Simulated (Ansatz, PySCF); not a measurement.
In(F)(vinyl)(OEt) (C₄H₈FInO), SMILES C=[CH][In]([F])[O]CC.

Geometry: B3LYP-D3(BJ)/def2-SVP. The def2 effective core potentials stand for the cores of In; spin–orbit coupling is left out. The values are those of a single conformer.

Vertical ionisation energy (IE) and electron affinity (EA) in eV. Rows of orbital energies are one-electron estimates. Where ΔSCF, EOM or ADC give a negative EA the extra electron is unbound and the value depends on the basis.

```tsv
level	IE	EA
−ε(HOMO), −ε(LUMO), M06-2X/def2-TZVP (PySCF)	[?]	[?]
ΔSCF, PBE0/def2-SVPD (Ansatz), final states of multiplicity 2 and 2	9.47	0.10
```

Q: Complete the blanks. (The exact figures need the calculation; the answer reports its results.)

A: 
- −ε(HOMO), −ε(LUMO), M06-2X/def2-TZVP (PySCF), IE: 9.06
- −ε(HOMO), −ε(LUMO), M06-2X/def2-TZVP (PySCF), EA: 1.03

Q: What vertical singlet–triplet gap does ΔSCF give with PBE0/def2-SVPD (Ansatz, a program for electronic structure)? (Estimate from the structure and the level; the computed values follow.)

A: 4.06 eV (triplet above singlet where positive).
